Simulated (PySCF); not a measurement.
The calculation used core-valence-separated Tamm–Dancoff BHandHLYP/aug-pcX-1 (pcseg-1 on H, def2-SVPD on Se, def2-SVPD on P) in PySCF, non-relativistic, gas phase, PBE0-D3(BJ)/def2-SVP geometry. The energies are unshifted.

Main lines of an unknown, eV (oscillator strength): C K: 285.2 (0.039), 285.3 (0.055), 285.7 (0.008), 285.8 (0.026), 286.1 (0.024). Listed: the first five lines at most of each edge with a tenth or more of its strongest line's intensity; roots within 0.03 eV on the same or equivalent atoms are summed. Only the lowest roots were sought, and the top ones are left out.

Task: Which candidate gives them?
A. `C=C[P@H](=[Se])CC`
B. `C[C@@H]1C[P@@]1(C)=[Se]`

Result: B. 

- `C[C@@H]1C[P@@]1(C)=[Se]`: C K: 285.2 (0.039), 285.3 (0.055), 285.7 (0.008), 285.8 (0.026), 286.1 (0.024). First C line listed at 285.2 eV, hole on the sp3 carbon bound to phosphorus.
- `C=C[P@H](=[Se])CC`: C K: 282.1 (0.066), 282.7 (0.053), 285.6 (0.010), 285.7 (0.033), 286.0 (0.017). First C line listed at 282.1 eV, hole on the terminal =CH2 carbon (1s→π*).

One conformer each; other structures than these candidates weren't tested.
